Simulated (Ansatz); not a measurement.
Frontier orbitals of C8H18O (`CC[C@H](C)O[C@@H](C)CC`).

Total charge 0; spin multiplicity 1. All single points use the PBE0-D4/def2-TZVP geometry. It is one conformer, not always the lowest. Basis def2-TZVPP, the Gaussian-basis code of Ansatz.

Orbital energies of one run (eV). Highest occupied ones, from the top: -5.91, -7.29, -7.87, -8.26, -8.33, -8.46, -8.62, -8.76, -9.21, -9.26, -9.74, -10.11, -10.54, -10.57. Empty: 1.07, 1.49, 1.72, 1.76, 2.42, 2.47.

Which functional gave them?
A. LC-ωPBE
B. r2SCAN0
C. BLYP
D. r2SCAN

D. HOMO energies: r2SCAN -5.91, BLYP -5.52, LC-ωPBE -9.87, r2SCAN0 -7.37 eV.

LC-ωPBE has ω = 0.4 bohr⁻¹.
